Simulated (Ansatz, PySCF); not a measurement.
Species: C2H5Cl2Si, charge 0, multiplicity 2. It need not be the lowest isomer of its formula. 
Coordinates optimised at B3LYP-D3(BJ)/def2-TZVP (Ansatz, a quantum-chemistry and plane-wave program):
SMILES: [CH2][Si](C)(Cl)Cl
```xyz
10

Si    -0.0211    -0.3518    -0.0871
Cl     0.0100     1.2421    -1.4073
Cl    -0.0729     0.4495     1.8209
C     -1.5486    -1.3141    -0.3632
C      1.5299    -1.3442    -0.2899
H     -2.5333    -0.8678    -0.2938
H     -1.5314    -2.3707    -0.6051
H      1.5902    -1.7487    -1.3020
H      1.5439    -2.1726     0.4210
H      2.4077    -0.7223    -0.1131
```
Charge 0, spin multiplicity 2.

Dipole moments at this geometry, in debye (magnitudes).

```json
[
 {"level": "HF/def2-TZVPD", "program": "PySCF", "dipole (D)": "2.58"},
 {"level": "SVWN5/def2-TZVPD", "program": "Ansatz", "dipole (D)": "2.32"},
 {"level": "PBE/def2-TZVPD", "program": "Ansatz", "dipole (D)": "2.31"},
 {"level": "revPBE/def2-TZVPD", "program": "Ansatz", "dipole (D)": "2.31"},
 {"level": "r2SCAN/def2-TZVPD", "program": "Ansatz", "dipole (D)": "2.38"},
 {"level": "B97M-V/def2-TZVPD", "program": "Ansatz", "dipole (D)": "2.38"},
 {"level": "TPSSh/def2-TZVPD", "program": "PySCF", "dipole (D)": "2.37"},
 {"level": "r2SCANh/def2-TZVPD", "program": "Ansatz", "dipole (D)": "2.41"},
 {"level": "M06-2X/def2-TZVPD", "program": "PySCF", "dipole (D)": "2.47"},
 {"level": "HSE06/def2-TZVPD", "program": "Ansatz", "dipole (D)": "[?]"},
 {"level": "CAM-B3LYP/def2-TZVPD", "program": "PySCF", "dipole (D)": "2.46"},
 {"level": "LC-wPBE/def2-TZVPD", "program": "Ansatz", "dipole (D)": "2.52"},
 {"level": "wB97M-V/def2-TZVPD", "program": "Ansatz", "dipole (D)": "[?]"}
]
```

Task: Some entries are withheld; supply them.

Result: 
- HSE06/def2-TZVPD, dipole (D): 2.43
- wB97M-V/def2-TZVPD, dipole (D): 2.41
